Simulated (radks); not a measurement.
Values are calculated unless marked as measured or tabulated.
Spherical quantum dot in the effective-mass picture: electrons in a hard-walled sphere of radius 2.43, all in effective atomic units (hartree* = m*/eps^2 hartree, bohr* = eps/m* bohr), one dielectric constant everywhere. Level of theory: non-relativistic Kohn-Sham, PBE, spin-polarised, spherical densities (a radial shooting solver with Libxc functionals). Levels are named by radial order and angular momentum (1s, 1p, 1d, 2s, ...), and open shells are averaged over m. Results are scaled to m* = 0.041 and eps = 6.7, for which hartree* = 24.85 meV and bohr* = 8.648 nm.

N = 7, configuration 1s2 1p(up 3, down 2). This is the lowest configuration that the search found. Occupied and some empty levels:

| level | occupation | eigenvalue (meV) | <r> (nm) |
|---|---|---|---|
| 1s up | 1 | 115.11 | 11.94 |
| 1s down | 1 | 116.12 | 11.91 |
| 1p up | 3 | 131.67 | 13.25 |
| 1p down | 2 | 132.77 | 13.24 |
| 1d up | 0 | 155.65 | 14.12 |
| 1d down | 0 | 156.78 | 14.12 |
| 2s up | 0 | 179.47 | 10.01 |
| 2s down | 0 | 180.08 | 10.00 |
| 1f up | 0 | 186.04 | 14.77 |
| 1f down | 0 | 187.17 | 14.77 |

Energy (meV): total 548.444, kinetic 265.10, external 0, Hartree 368.90, exchange-correlation -85.558.
